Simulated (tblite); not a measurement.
C₂H₉OSi₄ (doublet state).
Atom-mapped SMILES: `[CH2:1]=[CH:2][Si@@:3]1([OH:4])[SiH:5][SiH2:6][SiH2:7]1` (hydrogens: H8, H9 on C1; H10 on C2; H11 on O4; H12 on Si5; H13, H14 on Si6; H15, H16 on Si7)

Structure used (GFN2-xTB), in Å, numbered top down from 1:
```
atom  x, y, z in Å
C1     3.1303   -0.3014    0.2147
C2     1.9210    0.1945    0.4470
Si3    0.3322   -0.3891   -0.3772
O4     0.6854   -1.4480   -1.5860
Si5   -1.4143   -1.4608    0.7584
Si6   -2.9012    0.2595    0.1760
Si7   -1.1715    1.3014   -1.0158
H8     3.2882   -1.0880   -0.5079
H9     4.0160    0.0427    0.7276
H10    1.8222    0.9721    1.1956
H11    1.3938   -1.2836   -2.2015
H12   -1.2814   -1.8240    2.1901
H13   -4.0500   -0.2128   -0.6152
H14   -3.5537    1.1120    1.1841
H15   -1.3981    1.4812   -2.4560
H16   -0.8264    2.6531   -0.5550
```

The geometry is computed with GFN2-xTB (gas phase). This method treats the open shell by occupation alone, without spin polarisation.

Take the most abundant isotopes and a rigid rotor. The values belong to one conformer with, in the numbering `[CH2:1]=[CH:2][Si@@:3]1([OH:4])[SiH:5][SiH2:6][SiH2:7]1`, C1–C2–Si3–O4 -8°, C2–Si3–O4–H -44°.

(1) Give the principal moments of inertia and the rotational constants in cm⁻¹.

(2) What kind of rotor is it?

(3) Is it planar, by Δ = Ic − Ia − Ib?

(4) Give the other two planar moments, Paa and Pbb, and the rms extents of the mass along the axes.

(5) Where do the levels up to J = 4 lie, in MHz?

(6) Estimate the classical rotational partition function at 10 K, 100 K and 298.15 K.

Answers

(1) Ia = 258.22, Ib = 628.41, Ic = 717.92 u·Å²; 505379 MHz·u·Å²/I gives 1957, 804.2 and 703.9 MHz, that is A = 0.06528, B = 0.02683, C = 0.02348 cm⁻¹.

(2) An asymmetric top. Ray's parameter κ = (2B − A − C)/(A − C) = -0.840; −1 is the prolate and +1 the oblate limit.

(3) Not planar: Δ = Ic − Ia − Ib = -168.71 u·Å². For a rigid frame Δ = −2 Σ m c², so Σ m c² = 84.35 u·Å² lies off the ab plane: 17.44 from hydrogen and 66.92 from heavier atoms. The atom farthest from that plane is 2.06 Å away.

(4) Paa = Σ m a² = (Ib + Ic − Ia)/2 = 544.05 and Pbb = Σ m b² = (Ia + Ic − Ib)/2 = 173.87 u·Å². With the mass M = 160.97 u, the rms extents √(P/M) along a, b and c are 1.84, 1.04, 0.72 Å.

(5) Above 0(0,0):
J = 1: 1(0,1) 1508, 1(1,1) 2661, 1(1,0) 2761
J = 2: 2(0,2) 4518, 2(1,2) 5577, 2(1,1) 5878, 2(2,1) 9337, 2(2,0) 9343
J = 3: 3(0,3) 9018, 3(1,3) 9948, 3(1,2) 10549, 3(2,2) 13861, 3(2,1) 13893, 3(3,1) 19881, 3(3,0) 19881
J = 4: 4(0,4) 14989, 4(1,4) 15768, 4(1,3) 16769, 4(2,3) 19889, 4(2,2) 19982, 4(3,2) 25925, 4(3,1) 25927, 4(4,1) 34336, 4(4,0) 34336

(6) Point group C1, symmetry number σ = 1; q = (√π/σ)·√((kT/h)³/(ABC)), k/h = 20836.6 MHz/K: 5060 at 10 K, 160000 at 100 K, 825000 at 298.15 K.

For this open shell read J as N, the rotation without spin; fine and hyperfine splittings come on top. Its GFN2-xTB frequencies are all real (lowest 43 cm⁻¹). These are rigid-rotor constants of the computed structure; measured ground-state constants (B0) also hold zero-point vibration.
